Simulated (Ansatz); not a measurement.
Basis-set series for AlH8NSi2 (`[AlH2][N]([SiH3])[SiH3]`). The species carries charge 0 and has multiplicity 1. The structure was optimised at the PBE0-D4/def2-TZVP level.

| functional | basis | functions | energy (Eh) | HOMO (eV) | LUMO (eV) |
| --- | --- | --- | --- | --- | --- |
| PBE0-D4 | def2-SVP | 108 | -880.29607 | -7.86 | -1.10 |
| PBE0-D4 | def2-TZVPP | 269 | -880.65673 | -7.93 | -1.21 |
| ωB97M-V | def2-SVP | 108 | -880.61908 | -10.07 | 0.58 |
| ωB97M-V | def2-TZVPP | 269 | -880.98484 | -10.19 | 0.36 |

(1) Give the rows for def2-QZVPP. (Best estimate.)

Answers

(1) Computed: 
```json
{"functional": "PBE0-D4", "basis": "def2-QZVPP", "functions": "507", "energy (Eh)": "-880.68849", "HOMO (eV)": "-7.94", "LUMO (eV)": "-1.27"}
{"functional": "ωB97M-V", "basis": "def2-QZVPP", "functions": "507", "energy (Eh)": "-881.01444", "HOMO (eV)": "-10.20", "LUMO (eV)": "0.12"}
```

Positive LUMOs are unbound and depend on the basis.
